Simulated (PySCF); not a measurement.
A side-by-side comparison of computed properties.

First species: AlCl2(SiH3).
SMILES: `[SiH3][Al]([Cl])[Cl]`

Second species: C₃H₁₂O₂Si₂.
Atom-mapped SMILES: `[CH3:1][O:2][SiH2:3][O:4][CH2:5][CH2:6][SiH3:7]` (hydrogens: H8, H9, H10 on C1; H11, H12 on Si3; H13, H14 on C5; H15, H16 on C6; H17, H18, H19 on Si7)

Levels: wB97X-D/def2-SVPD for dipole moment, HOMO energy, LUMO energy, HOMO–LUMO gap, static isotropic polarisability and electronic spatial extent ⟨r²⟩ about the centre of nuclear charge; TDDFT wB97X-D/def2-SVPD for lowest singlet excitation; PBE0-D3(BJ)/def2-SVP for rotational constant A and rotational constant C. Geometries: PBE0-D3(BJ)/def2-SVP. Each structure is a single optimised conformer of the isolated species, non-relativistic unless stated; the electronic structure was computed with PySCF and density fitting.

The conformers computed, where there is a choice (atom-mapped SMILES and torsion angles):
- `[CH3:1][O:2][SiH2:3][O:4][CH2:5][CH2:6][SiH3:7]`: C1–O2–Si3–O4 70°, O2–Si3–O4–C5 -82°, Si3–O4–C5–C6 -140°, O4–C5–C6–Si7 -178°

Values for the first species:

```
Dipole moment                                                     : 1.77 D
HOMO energy                                                       : -10.23 eV
LUMO energy                                                       : -0.24 eV
HOMO–LUMO gap                                                     : 9.99 eV
Lowest singlet excitation                                         : 5.48 eV
Static isotropic polarisability                                   : 84.0 au
Electronic spatial extent ⟨r²⟩ about the centre of nuclear charge : 1067 bohr²
Rotational constant A                                             : 2.212 GHz
Rotational constant C                                             : 1.004 GHz
```

Question: Estimate the same properties for the second species, and the change in each.

Answer: 
```
                                                         property       first      second  second less first
                                                    dipole moment      1.77 D      1.44 D            -0.33 D
                                                      HOMO energy   -10.23 eV   -10.08 eV           +0.15 eV
                                                      LUMO energy    -0.24 eV     1.91 eV           +2.15 eV
                                                    HOMO–LUMO gap     9.99 eV    11.99 eV           +2.00 eV
                                        lowest singlet excitation     5.48 eV     7.85 eV           +2.37 eV
                                  static isotropic polarisability     84.0 au     98.4 au           +14.4 au
electronic spatial extent ⟨r²⟩ about the centre of nuclear charge  1067 bohr²  2053 bohr²         +986 bohr²
                                            rotational constant A   2.212 GHz   4.237 GHz         +2.025 GHz
                                            rotational constant C   1.004 GHz   0.545 GHz         -0.459 GHz
```

On the first: S1 lies 4.51 eV below the HOMO–LUMO gap; its leading configuration is HOMO→LUMO, weight 0.98. In wavenumbers S1 is 44200 cm⁻¹ (1 eV = 8065.54 cm⁻¹).

On the second: The polarisability is 14.58 Å³ as a volume (1 au = 0.148185 Å³), or 1.33 au for each of the 74 electrons.
